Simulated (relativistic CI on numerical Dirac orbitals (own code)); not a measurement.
# Mn2+ in a cubic cluster: 3s photoemission with charge transfer

Computed with a charge-transfer multiplet model of a cubic metal-ligand cluster with up to 3 ligand holes, Slater and spin-orbit integrals from Dirac-Coulomb-Breit ions, Slater integrals scaled by 0.7. The ground state mixes d5 with configurations of k ligand holes L, whose averages lie at kΔ + k(k − 1)U_dd/2; a core hole lowers each added d electron by U_cd. 300 K, Lorentzian 1.4 eV and Gaussian 0.8 eV FWHM.

Atomic integrals in eV (Slater integrals scaled, ζ unscaled), ground: F2dd 7.178, F4dd 4.458, zeta_d 0.037; with the core hole: F2dd 8.024, F4dd 5.022, zeta_d 0.045, G2cd 8.200.

Cluster parameters (eV): Δ = 5.1, U_dd = 6.3, U_cd = 7.9, 10Dq(ligand) = 1.2, V(eg) = 2.95, V(t2g) = -1.27, final-state hopping factor = 1.

```
          Case   n_d    d5   d6L  d7L2  d8L3     S
10Dq = 1.55 eV  5.49  0.56  0.38  0.05  0.00  0.51
10Dq = 1.85 eV  5.48  0.57  0.38  0.05  0.00  0.50
10Dq = 2.15 eV  5.47  0.58  0.37  0.05  0.00  0.50
```

Weights, n_d and S are thermal averages at 300 K. Binding energies count from the first peak over 30 % of the highest in each spectrum, which can be another peak from case to case. The parameters are a model scan and need not match a compound or its usual spin state. Peaks in eV (height, largest 100):
- 10Dq = 1.55 eV: 0.0 (100), 2.9 (34), 5.4 (14), 10.1 (22), 12.7 (13)
- 10Dq = 1.85 eV: 0.0 (100), 2.8 (34), 5.1 (14), 10.1 (22), 12.7 (13)
- 10Dq = 2.15 eV: 0.0 (100), 2.7 (33), 4.9 (15), 10.1 (22), 12.7 (13)

For the case 10Dq = 1.55 eV, Δ = 5.1 eV is smaller than U_dd = 6.3 eV, the charge-transfer side of the Zaanen-Sawatzky-Allen scheme. With the core hole the average of the configuration with one ligand hole lies at Δ − U_cd = -2.8 eV before mixing: the effective hopping of about 5.6 eV (from the holes of the mixed ground state) is comparable with this gap or larger, so the configurations mix strongly.

Without intra-shell correlation the exchange splitting of the 3s hole comes out too large.
